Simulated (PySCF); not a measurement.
Compound: C6H4N2S.
SMILES: `[H]/N=C\c1ccc(C#N)s1`

Method used: TDDFT PBE0/def2-SVPD, vertical, gas phase, core orbitals frozen in the response (PySCF). One conformer (not necessarily the lowest) at the GFN2-xTB geometry, without solvent, vibrations or thermal averaging. Torsions of this conformer, `[H]/[N:8]=[CH:7]\[c:6]1[cH:5][cH:4][c:3]([C:2]#[N:1])[s:9]1`: C5–C6–C7–N8 180°.

```tsv
state	E (eV)	λ (nm)	f	|μ| (D)	symmetry	main configurations (H = HOMO, L = LUMO)
S1	4.03	307.8	0.0015	0.31	–	H-1→L (96%)
S2	4.42	280.3	0.366	4.67	A′	H→L (96%)
S3	4.90	252.9	0.055	1.72	A′	H-2→L (91%)
S4	5.63	220.2	0.0001	0.06	–	H→L+1 (96%)
S5	5.95	208.4	0.0003	0.11	–	H-4→L (92%)
S6	6.17	200.9	0.011	0.68	A′	H-3→L (56%), H→L+2 (38%)
S7	6.23	199.0	0.0000	0.03	–	H→L+3 (86%)
S8	6.32	196.2	0.0000	0.02	–	H-2→L+1 (88%)
```

Triplets, Tamm–Dancoff:

```tsv
state	E (eV)	λ (nm)	main configurations (H = HOMO, L = LUMO)
T1	2.73	454.8	H→L (96%)
T2	3.44	360.1	H-1→L (87%), H-1→L+2 (9%)
T3	3.79	326.9	H-2→L (97%)
```

The lowest singlet lies at 4.03 eV (308 nm, ultraviolet) and is very weak; its leading configuration is HOMO-1→LUMO (96%). The most intense listed level is S2 at 4.42 eV (280 nm, f = 0.366), 0.40 eV above S1. Löwdin shares by element: HOMO carbon 38% or more, nitrogen 25% (atoms not listed hold the other 38%); LUMO carbon 28% or more, sulfur 15%, nitrogen 13% or more (atoms not listed hold the other 45%). The listed states span 2.29 eV, and the widest gap between neighbours is 0.73 eV (S3 to S4). The oscillator strengths of these states sum to 0.434; summed over the whole spectrum of an exact calculation they would give the number of electrons, 70 (Thomas–Reiche–Kuhn). Orbital energies (eV): HOMO-3 -10.01, HOMO-2 -8.50, HOMO-1 -8.21, HOMO -7.66, LUMO -2.79, LUMO+1 -0.60, LUMO+2 -0.56. Symmetry labels in Cs follow from the direction of the transition dipole and are given only for states with f of 0.002 or more. Only the lowest 8 singlets were computed, as vertical energies without vibronic structure.
